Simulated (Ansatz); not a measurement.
Ansatz (a quantum-chemistry and plane-wave program) input (B3LYP/def2-TZVPD):

Ansatz 0.2 input:
```yaml
crystal:
  periodic: [false, false, false]
  atoms:
    - {symbol: O, position_ang: [-0.31353732, -1.95272628, 0.55223254]}
    - {symbol: B, position_ang: [0.22373426, -0.79731596, 0.23146656]}
    - {symbol: O, position_ang: [1.70759714, -0.90769298, 0.28823018]}
    - {symbol: Br, position_ang: [-0.44125697, 0.88096830, -0.25905311]}
    - {symbol: H, position_ang: [-1.27491745, -2.05275187, 0.56443560]}
    - {symbol: H, position_ang: [2.30397983, -0.16535340, 0.08641517]}
    - {symbol: H, position_ang: [2.14378157, -1.74585136, 0.53497335]}
basis:
  gaussian:
    orbitals: def2-TZVPD
hamiltonian:
  xc: {name: B3LYP}
total_charge: 1
output: {forces: true}
```

End of the output:

```
integrals: 0.12 GiB planned
1142 factors; their error is unknown
0.32 GiB of the device are held for the grids
1.06 GiB of device memory are held for the factors and their scratch space
mean field: 0.90 GiB planned
mean field evaluation 1: about -74847.4598 eV, gradient 1.0e2 eV
mean field evaluation 2: about -74812.3384 eV, gradient 1.6e2 eV
mean field evaluation 4: about -74863.3539 eV, gradient 1.5e1 eV
mean field evaluation 8: about -74863.6808 eV, gradient 1.1e-1 eV
mean field evaluation 16: about -74863.9399 eV, gradient 1.3e-4 eV
mean field -74863.93994250 eV, -2751.1990482858 hartree, gradient 1.9e-5 eV, S^2 0.000000; 0 other end points of the search recorded, 0 dependent functions left out
the calculation of the forces begins
reference -74863.94020177 eV, -2751.1990578138 hartree; 29, 29 occupied and 172, 172 virtual orbitals, 1142 factors
Total energy: -74863.94020177 eV, -2751.1990578138 hartree
Atom 0 at    -0.313537    -1.952726     0.552233 Å, force    -0.001641    -0.030573     0.008702 eV/Å
Atom 1 at     0.223734    -0.797316     0.231467 Å, force     0.004143     0.019434    -0.005479 eV/Å
Atom 2 at     1.707597    -0.907693     0.288230 Å, force    -0.006343    -0.009120     0.002496 eV/Å
Atom 3 at    -0.441257     0.880968    -0.259053 Å, force    -0.015279     0.033607    -0.009856 eV/Å
Atom 4 at    -1.274917    -2.052752     0.564436 Å, force    -0.018248    -0.010808     0.002776 eV/Å
Atom 5 at     2.303980    -0.165353     0.086415 Å, force     0.017794     0.004224    -0.000903 eV/Å
Atom 6 at     2.143782    -1.745851     0.534973 Å, force     0.019573    -0.006765     0.002265 eV/Å
Dipole moment:     0.983108    -0.811413     0.248412 e Å
```

It need not be the lowest isomer of its formula.
